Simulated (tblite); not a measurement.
What does the GFN2-xTB structure of `CC(C)[SiH2]/C=C\F` look like in three dimensions?

```xyz
18
C5H11FSi angstrom
C     -2.0169   -0.9360   -0.5690
C     -0.8120   -0.2953    0.1148
C     -1.1658    1.1114    0.5957
Si     0.7139   -0.2849   -1.0363
C      2.1741    0.4918   -0.1213
C      2.6417    0.0460    1.0281
F      2.1027   -1.0228    1.6455
H     -2.8727   -0.9614    0.1050
H     -1.7941   -1.9558   -0.8743
H     -2.2997   -0.3698   -1.4542
H     -0.5729   -0.8972    0.9978
H     -2.0180    1.0807    1.2743
H     -0.3275    1.5628    1.1229
H     -1.4265    1.7515   -0.2455
H      1.0570   -1.6551   -1.4320
H      0.4666    0.5449   -2.2231
H      2.6728    1.3500   -0.5423
H      3.4686    0.4455    1.6023
```

Orientation and origin are arbitrary. Atoms count from 1 in this order. Of the pairs four or more bonds apart, C5···H13 is among the closest relative to their van der Waals radii: 2.99 Å, 103 % of the sum of Bondi's values. The C–C distances run from 1.319 Å (C5=C6, drawn double) to 1.528 Å (C2–C3, drawn single), a spread of 0.209 Å. The 2 C–Si bonds span 1.890 Å (Si4–C5, drawn single) to 1.911 Å (C2–Si4, drawn single), a spread of 0.021 Å. Si4 (SiH2 silicon) is tetrahedral (angles from 106.8° to 110.8°).

Bonds between heavy atoms (Å): C1–C2 1.526, C2–C3 1.528, C2–Si4 1.911, Si4–C5 1.890, C5=C6 1.319, C6–F7 1.347.

Computed geometry: GFN2-xTB, gas phase.

Point group: C1 (no symmetry element, even within 0.4 Å). Its GFN2-xTB frequencies are all real (lowest 21 cm⁻¹). One conformer, not necessarily the lowest (C1–C2–Si4–C5 -179°, C2–Si4–C5–C6 57°).

Hardware: one thread, Arm Neoverse N1 (aarch64), no GPU, shared host with 64 logical CPUs at a one-minute load of 59. Cost: 0.6 s wall. These figures are those of the optimisation.
